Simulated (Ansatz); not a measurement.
Coupled-cluster diagnostics for (BeTe)4 cube (Be₄Te₄), Ansatz.

Geometry of the singlet (PBE-D4/def2-SVP):

```xyz
8

Be    1.486   -0.276    0.124
Te    1.068    0.294   -2.179
Be   -0.211    1.423   -0.479
Te    0.986    1.555    1.607
Be   -0.663   -0.182    1.352
Te    0.341   -2.294    0.772
Be   -0.612   -0.965   -0.997
Te   -2.395    0.445   -0.200
```

In the def2 sets Te takes a core potential; there is no spin–orbit coupling. Correlated methods freeze 16 core orbitals; core or outer-core shells of Te are correlated, in sets that lack core-valence functions.

**Question.** Estimate the CCSD(T) correlation energy, the shares of MP2 and (T), T1 and the reference's ⟨S²⟩ for: charge 0, singlet, own geometry in def2-SVP; and the rough time on 4 threads of Arm Neoverse V2 on a shared host.

**Answer.** 
```
                          state     basis  correlation (eV)  MP2 share (%)  (T) share (%)     T1  ⟨S²⟩ (pure)  wall time
charge 0, singlet, own geometry  def2-SVP           -17.741           92.7            4.4  0.010  0.00 (0.00)       71 s
```
Customary marks for T1 are 0.02 (closed shells), 0.045 (open shells) and about 0.05 (3d metals). T1 stays under 0.02 throughout.
